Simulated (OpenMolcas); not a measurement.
**Te: thermal populations, worked from levels**

| Item | Value |
| --- | --- |
| Program | OpenMolcas |
| Basis | ANO-R3 [8s7p5d4f3g2h] |
| Scalar Hamiltonian | X2C, finite nucleus |
| Active space | 4 electrons in 3 orbitals (5p) |
| State averaging | 2S+1 = 3 even, 3 roots; 2S+1 = 1 even, 6 roots |
| Spin-orbit coupling | state interaction with AMFI integrals over the reference wave functions, term energies averaged over their components |

Methods: CASSCF; SS-CASPT2, IPEA 0.25 Eh, imaginary shift 0.1 Eh (closed shells correlated: 4d 5s). Measured levels: NIST Handbook of Basic Atomic Spectroscopic Data.

**Thermal populations.** Z = Σ (2J + 1) exp(-E/kT) with k = 0.695035 cm-1/K, over the levels below. No other level of either list lies under 44200 cm-1, which is above 7 kT at each temperature.

```json
{"Level": "5s² 5p⁴ ³P₂", "2J + 1": "5", "SS-CASPT2": "0.0", "measured": "0.0"}
{"Level": "5s² 5p⁴ ³P₁", "2J + 1": "3", "SS-CASPT2": "4300", "measured": "4751"}
{"Level": "5s² 5p⁴ ³P₀", "2J + 1": "1", "SS-CASPT2": "4540", "measured": "4706"}
{"Level": "5s² 5p⁴ ¹D₂", "2J + 1": "5", "SS-CASPT2": "10260", "measured": "10558"}
{"Level": "5s² 5p⁴ ¹S₀", "2J + 1": "1", "SS-CASPT2": "22750", "measured": "23198"}
```

| T (K) | Z, SS-CASPT2 | Z, measured levels | Ground level (%), SS-CASPT2 | Ground level (%), measured levels |
| --- | --- | --- | --- | --- |
| 3000 | 5.531 | 5.444 | 90.4 | 91.9 |
| 5000 | 6.404 | 6.264 | 78.1 | 79.8 |
| 8000 | 7.633 | 7.470 | 65.5 | 66.9 |

At 8000 K, kT = 5560 cm-1, and the computed levels give Z = 5.000 + 1.384 + 0.442 + 0.790 + 0.017 = 7.633.

Term energies are means over components that CASPT2 splits; among the terms shown or strongly mixed into the levels shown the widest spread is 190 cm-1 (5s² 5p⁴ ¹D, SS-CASPT2). With the s shell closed, the reference lacks s² → p² mixing. Measured partners are found by configuration, term and J. A level has none where our copy of the source lacks it or the pairing is in doubt (some pairs that miss far off the trend of their configuration count as doubtful), and it then counts in no deviation. Only configurations of the active space appear.
